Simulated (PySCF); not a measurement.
Isomers of C7H6ClN, one GFN2-xTB conformer each. Single-point energies are computed at PBE0/pcSseg-1 (PySCF, gas phase, no added dispersion term), electronic only.

```
                  SMILES  GFN2-xTB relative energy (kJ/mol)
      [H]/N=C\c1ccccc1Cl                               13.7
       N#C/C=C1C=C\1CCCl                              307.7
       C#C/C=C(/CCl)CC#N                              249.8
         Cl/C=C/c1ccccn1                                1.6
C=C1C[C@@H](C#N)/C1=C/Cl                              172.6
         C=Nc1cccc(Cl)c1                                0.0
```

Conformers: `[H]/[N:1]=[CH:2]\[c:3]1[cH:4][cH:5][cH:6][cH:7][c:8]1[Cl:9]` with N1–C2–C3–C4 0°; `[N:1]#[C:2]/[CH:3]=[C:4]1[CH:5]=[C:6]\1[CH2:7][CH2:8][Cl:9]` with C5–C6–C7–C8 0°, C6–C7–C8–Cl9 180°; `[CH:1]#[C:2]/[CH:3]=[C:4](/[CH2:5][Cl:6])[CH2:7][C:8]#[N:9]` with C3–C4–C5–Cl6 -107°, C3–C4–C7–C8 -109°; `[Cl:1]/[CH:2]=[CH:3]/[c:4]1[cH:5][cH:6][cH:7][cH:8][n:9]1` with C2–C3–C4–C5 180°; `[CH2:1]=[N:2][c:3]1[cH:4][cH:5][cH:6][c:7]([Cl:8])[cH:9]1` with C1–N2–C3–C4 136°.

Problem. What does PBE0/pcSseg-1 give for the same structures?

Solution. 
| SMILES | PBE0/pcSseg-1 E (Eh) | PBE0/pcSseg-1 (kJ/mol) | GFN2-xTB (kJ/mol) | point group |
| --- | --- | --- | --- | --- |
| [H]/N=C\c1ccccc1Cl | -784.69140 | 0.0 | 13.7 | Cs |
| Cl/C=C/c1ccccn1 | -784.69087 | 1.4 | 1.6 | Cs |
| C=Nc1cccc(Cl)c1 | -784.68437 | 18.5 | 0.0 | C1 |
| C=C1C[C@@H](C#N)/C1=C/Cl | -784.62202 | 182.2 | 172.6 | C1 |
| C#C/C=C(/CCl)CC#N | -784.60193 | 234.9 | 249.8 | C1 |
| N#C/C=C1C=C\1CCCl | -784.59196 | 261.1 | 307.7 | Cs |

GFN2-xTB puts C=Nc1cccc(Cl)c1 lowest instead; measured from each level's own lowest isomer, the values differ by up to 46.6 kJ/mol (N#C/C=C1C=C\1CCCl: 307.7 against 261.1). As drawn, the lowest has an aromatic ring, a C=N bond and an N–H bond, which the highest lacks; the highest has a three-membered ring, a C≡N group and a C=C bond outside aromatic rings, which the lowest lacks. Neighbours under 10 kJ/mol apart ([H]/N=C\c1ccccc1Cl and Cl/C=C/c1ccccn1) can change places with a better method, another conformer or zero-point energy.

Problem. Which frontier levels, dipoles and rotational constants go with these structures?

Solution. 
| SMILES | HOMO (eV, PBE0/pcSseg-1) | LUMO (eV) | dipole (D) | A, B, C (MHz) |
| --- | --- | --- | --- | --- |
| [H]/N=C\c1ccccc1Cl | -7.48 | -1.77 | 3.62 | 1614, 1535, 786.9 |
| Cl/C=C/c1ccccn1 | -6.79 | -1.58 | 2.98 | 5362, 606.9, 545.2 |
| C=Nc1cccc(Cl)c1 | -6.82 | -1.39 | 1.64 | 2495, 964.2, 704.1 |
| C=C1C[C@@H](C#N)/C1=C/Cl | -7.14 | -1.82 | 3.63 | 2089, 972.5, 712.8 |
| C#C/C=C(/CCl)CC#N | -7.68 | -1.87 | 3.09 | 1568, 963.0, 660.0 |
| N#C/C=C1C=C\1CCCl | -6.81 | -1.26 | 5.46 | 9406, 390.0, 376.2 |

Problem. As an exercise, what shares would exp(−E/RT) give at 500 K from these electronic energies alone (no entropy, no degeneracies)?

Solution. RT = 4.157 kJ/mol: [H]/N=C\c1ccccc1Cl 57.9 %, Cl/C=C/c1ccccn1 41.5 %, C=Nc1cccc(Cl)c1 0.7 %, C=C1C[C@@H](C#N)/C1=C/Cl under 0.1 %, C#C/C=C(/CCl)CC#N under 0.1 %, N#C/C=C1C=C\1CCCl under 0.1 %.
